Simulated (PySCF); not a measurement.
A GIAO shielding run with PySCF (density fitting, non-relativistic, gas phase) on `InChI=1S/CH8O3Si3/c5-3-7-2-1-6-4-7/h7H,1,6H2,5H3/t7-/m0/s1`:

```
$ OMP_NUM_THREADS=1 python probes_run.py task.json out

{"job": {"kind": "nmr", "xc": "PBE0", "basis": "pcSseg-1"}, "charge": 0, "multiplicity": 1}
Si     2.853145    -0.108299     0.386371
O      1.642703     0.915227     0.020062
Si     0.067105     1.124231    -0.187366
O     -0.792927     0.751538     1.134145
C     -1.901388    -0.122850     0.979795
Si    -1.784802    -0.854516    -0.796521
O     -0.537556     0.060704    -1.287741
H      4.029112     0.681525     0.031231
H      2.733951    -1.330739    -0.409974
H      2.785349    -0.417696     1.815065
H     -0.130109     2.469829    -0.673731
H     -2.812433     0.461686     1.140431
H     -1.845009    -0.864372     1.780053
H     -2.942367    -0.506501    -1.609665
H     -1.369188    -2.251777    -0.808174
```

Hardware: 1 thread of an Arm Neoverse N1, shared host. The job also computes population analyses, field gradients, ring-centre shieldings.

Task: How large is the calculation?

Result: 80 electrons, 180 basis functions and 1009 auxiliary functions.

Task: How long does it take, and how much memory does it need?

Result: 60 s of wall time, with 13 SCF cycles and 4 response iterations; peak memory 0.82 GiB. Times on a shared host scatter by some tens of per cent.
